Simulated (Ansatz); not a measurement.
`CN[SiH2]N` + `C[B]([GaH2])[TeH]` → `CN[SiH2][GaH2]` + `CB(N)[TeH]`  (redistribution)

Isolated molecules relaxed with PBE0-D4/def2-TZVP in Ansatz; ΔE leaves out vibrations. CCSD(T)/CBS is the MP2 limit (def2-TZVPP, def2-QZVPP) plus CCSD(T) − MP2 in def2-TZVPP, frozen cores. Functionals use def2-TZVPP. B3LYP here is the variant with VWN-RPA as its local correlation; programs differ in this. Elements past krypton have def2 core potentials. For Ga, Te outer-core shells are correlated without core-valence functions, which leaves a few kJ/mol of doubt a bond. Scalar relativity is left out up to krypton. One conformer a species, not always the lowest.

```json
{"level": "PBE-D4", "ΔE (kcal/mol)": "-18.5", "difference from CCSD(T)/CBS": "-3.0"}
{"level": "r2SCAN-D4", "ΔE (kcal/mol)": "-17.2", "difference from CCSD(T)/CBS": "-1.7"}
{"level": "PBE0-D4", "ΔE (kcal/mol)": "-18.5", "difference from CCSD(T)/CBS": "-3.0"}
{"level": "B3LYP-D4", "ΔE (kcal/mol)": "-17.9", "difference from CCSD(T)/CBS": "-2.4"}
{"level": "ωB97X-V", "ΔE (kcal/mol)": "-18.0", "difference from CCSD(T)/CBS": "-2.5"}
{"level": "ωB97M-V", "ΔE (kcal/mol)": "-18.0", "difference from CCSD(T)/CBS": "-2.5"}
{"level": "B2PLYP", "ΔE (kcal/mol)": "-17.1", "difference from CCSD(T)/CBS": "-1.6"}
{"level": "PBE", "ΔE (kcal/mol)": "-18.6", "difference from CCSD(T)/CBS": "-3.1"}
{"level": "r2SCAN", "ΔE (kcal/mol)": "-17.2", "difference from CCSD(T)/CBS": "-1.7"}
{"level": "PBE0", "ΔE (kcal/mol)": "-18.6", "difference from CCSD(T)/CBS": "-3.1"}
{"level": "B3LYP", "ΔE (kcal/mol)": "-18.2", "difference from CCSD(T)/CBS": "-2.7"}
{"level": "HF/def2-TZVPP", "ΔE (kcal/mol)": "-17.9", "difference from CCSD(T)/CBS": "-2.4"}
{"level": "MP2/def2-TZVPP", "ΔE (kcal/mol)": "-15.7", "difference from CCSD(T)/CBS": "-0.2"}
{"level": "SCS-MP2/def2-TZVPP", "ΔE (kcal/mol)": "-16.0", "difference from CCSD(T)/CBS": "-0.5"}
{"level": "CCSD/def2-TZVPP", "ΔE (kcal/mol)": "-16.7", "difference from CCSD(T)/CBS": "-1.2"}
{"level": "CCSD(T)/def2-TZVPP", "ΔE (kcal/mol)": "-16.3", "difference from CCSD(T)/CBS": "-0.8"}
{"level": "HF/def2-QZVPP", "ΔE (kcal/mol)": "-17.7", "difference from CCSD(T)/CBS": "-2.2"}
{"level": "MP2/def2-QZVPP", "ΔE (kcal/mol)": "-15.2", "difference from CCSD(T)/CBS": "0.3"}
{"level": "SCS-MP2/def2-QZVPP", "ΔE (kcal/mol)": "-15.5", "difference from CCSD(T)/CBS": "0.0"}
{"level": "HF/CBS(def2)", "ΔE (kcal/mol)": "-17.7", "difference from CCSD(T)/CBS": "-2.2"}
{"level": "MP2/CBS(def2)", "ΔE (kcal/mol)": "-14.9", "difference from CCSD(T)/CBS": "0.6"}
{"level": "CCSD/CBS(def2)", "ΔE (kcal/mol)": "-15.9", "difference from CCSD(T)/CBS": "-0.4"}
{"level": "CCSD(T)/CBS", "ΔE (kcal/mol)": "-15.5", "difference from CCSD(T)/CBS": "0"}
```

Largest T1 diagnostic among the species: 0.014.

In def2-TZVPP, CCSD(T) changes the Hartree–Fock value by +1.6 kcal/mol (the triples alone add +0.4 kcal/mol) and MP2 by +2.2 kcal/mol.
